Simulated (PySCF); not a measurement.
Polarisability and C₆ of Ru⁻ (ruthenium, charge -1)

[Kr] 4d7 5s2, high-spin 4F determinant. Calculation: PySCF 2.14, in aug-cc-pwCVDZ-PP with ECP28MDF; a scalar-relativistic core potential. Coupled (time-dependent) response in atomic units; α is the mean over directions. A double-zeta set is small for polarisabilities.

```csv
method,mean α (bohr³),C₆ (like pair),S(−4)
wB97M-V,285.6,4715,65420
```

S(−4) is the Cauchy moment in α(ω) = α(0) + S(−4) ω² + …

Spin-orbit coupling is absent.

α(iu) at wB97M-V:

```json
{"u (hartree)": "0", "α(iu) (bohr³)": "285.6"}
{"u (hartree)": "0.0500", "α(iu) (bohr³)": "189.7"}
{"u (hartree)": "0.100", "α(iu) (bohr³)": "106.2"}
{"u (hartree)": "0.200", "α(iu) (bohr³)": "46.47"}
{"u (hartree)": "0.300", "α(iu) (bohr³)": "27.39"}
{"u (hartree)": "0.500", "α(iu) (bohr³)": "14.53"}
{"u (hartree)": "0.750", "α(iu) (bohr³)": "9.094"}
{"u (hartree)": "1.00", "α(iu) (bohr³)": "6.490"}
{"u (hartree)": "1.50", "α(iu) (bohr³)": "3.863"}
{"u (hartree)": "2.00", "α(iu) (bohr³)": "2.565"}
{"u (hartree)": "3.00", "α(iu) (bohr³)": "1.358"}
{"u (hartree)": "5.00", "α(iu) (bohr³)": "0.5598"}
```

For an ion, C₆ is the dispersion term alone; charge-induced terms of lower order in 1/R come first.

Energies and moments cover only the electrons outside the core potential.
